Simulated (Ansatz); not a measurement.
Basis-set extrapolation for C4F10, SMILES `FC(F)(F)C(F)(F)C(F)(F)C(F)(F)F` (PBE0-D4/def2-TZVP geometry, frozen core, Ansatz). Multiplicity 1, RHF reference.

```csv
,def2-TZVPP,def2-QZVPP
HF,-1146.361468,-1146.409838
MP2 correlation,-3.087148,-3.370246
CCSD(T) correlation,-3.197742,not run
```

Energies in hartree. Use E(X) = E(∞) + A·exp(−7.88·√X) for Hartree–Fock and E(X) = E(∞) + B·X^(−2.97) for correlation, with X = 3 and 4, and add CCSD(T) minus MP2 of the smaller set to the MP2 limit.

Task: What is the CCSD(T) energy at the basis-set limit?

Result: HF limit: -1146.409838 + (-0.048370) × 0.13774 = -1146.41650. MP2 limit: -3.370246 + (-0.283098) × 0.74074 = -3.57995. Higher-order term: -3.197742 − (-3.087148) = -0.11059. Total: -1150.10704 hartree, 14.91 eV below CCSD(T)/def2-TZVPP.
